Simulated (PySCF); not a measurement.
ethynylcyclobutane (C6H8), SMILES C#CC1CCC1. Atoms are numbered in the order given.

```xyz
14

C      2.6857    -0.2221     0.0000
C      1.5239     0.1250     0.0000
C      0.1225     0.5106     0.0000
C     -0.8326    -0.0807     1.0835
C     -1.9325    -0.1903     0.0000
C     -0.8326    -0.0807    -1.0835
H      3.7155    -0.5243     0.0000
H      0.0460     1.6113     0.0000
H     -0.4795    -1.0682     1.4153
H     -1.0291     0.5431     1.9680
H     -2.5956     0.6888     0.0000
H     -2.5557    -1.0966     0.0000
H     -1.0291     0.5431    -1.9680
H     -0.4795    -1.0682    -1.4153
```
Charge 0, spin multiplicity 1.

Geometry: B3LYP-D3(BJ)/def2-SVP.

Calculation: PySCF with KT2/pcSseg-1.

GIAO shieldings, no solvent; atoms listed in one row are averaged. δ = σ(ref) − σ: ¹³C against TMS (σ = 185.1 ppm); ¹H against TMS (σ = 31.47 ppm), references at their B3LYP-D3(BJ)/def2-TZVP geometries, non-relativistic.

```tsv
nucleus	atoms	count	δ (ppm)
¹³C	C2	1	85.1
¹³C	C1	1	69.1
¹³C	C4, C6	2	37.7
¹³C	C3	1	32.4
¹³C	C5	1	24.9
¹H	H8	1	3.46
¹H	H10, H13	2	2.58
¹H	H14, H9	2	2.48
¹H	H7	1	2.44
¹H	H11	1	2.25
¹H	H12	1	2.02
```
